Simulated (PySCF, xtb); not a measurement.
oxetan-3-ylmethanol (C₄H₈O₂), SMILES OCC1COC1. The values are those of a single conformer.

Harmonic wavenumbers (cm⁻¹) from GFN2-xTB (xtb) at its own minimum, in rising order: 74, 96, 227, 326, 388, 469, 761, 886, 893, 921, 1024, 1053, 1066, 1085, 1098, 1106, 1120, 1137, 1200, 1215, 1254, 1260, 1308, 1328, 1350, 1467, 1478, 1484, 2861, 2924, 2936, 2949, 2959, 2960, 2986, 3544.

Task: What does PBE0-D3(BJ)/def2-SVP (PySCF) give at its own minimum? (An estimate is asked for; the answer gives what the named calculation found.)

Result: 73, 130, 231, 314, 378, 495, 808, 876, 898, 920, 1012, 1074, 1106, 1108, 1129, 1154, 1166, 1173, 1246, 1265, 1307, 1344, 1384, 1401, 1427, 1487, 1497, 1524, 3001, 3026, 3041, 3077, 3085, 3099, 3107, 3879. Paired by order, the mean absolute difference is 60 cm⁻¹ and the zero-point energies are 73.2 and 76.1 kcal/mol.
